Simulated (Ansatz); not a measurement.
Ligand-field states of Mn(NH2)2 (MnN₂H₄) at its r2SCAN-D4/def2-TZVP geometry (relaxed as a sextet).

```xyz
7

Mn    0.000    0.003    0.001
N    -1.604   -0.247    0.956
H    -1.707   -0.225    1.962
H    -2.514   -0.425    0.555
N     1.604    0.247   -0.955
H     1.971    1.128   -1.291
H     2.250   -0.482   -1.229
```

CASSCF(5,5) on the Mn 3d shell in def2-TZVP, averaged with equal weights over 1 sextet and 12 quartets and 9 doublets, then SC-NEVPT2; Ansatz, no spin–orbit coupling. The space holds no ligand orbitals and no second d shell, so covalent complexes are described poorly.

Question: Estimate the states' energies above the lowest.

Answer: 
```csv
state,CASSCF (cm⁻¹),NEVPT2 (cm⁻¹)
sextet 1,0,0
quartet 1,27021,24122
quartet 2,27047,24131
quartet 3,27652,24175
quartet 4,27653,24176
quartet 5,28233,25214
quartet 6,28658,24687
quartet 7,28659,24677
quartet 8,29640,26821
quartet 9,29640,26821
quartet 10,31002,26879
quartet 11,31025,26902
quartet 12,34166,29901
doublet 1,40532,37244
doublet 2,40532,37244
doublet 3,40605,36430
doublet 4,40605,36430
doublet 5,40977,37271
doublet 6,41077,37123
doublet 7,41081,37126
doublet 8,41264,36846
doublet 9,41288,36895
```
The lowest NEVPT2 state is a sextet. Run time 42 s (4 threads of AMD EPYC 7571 on a shared host).
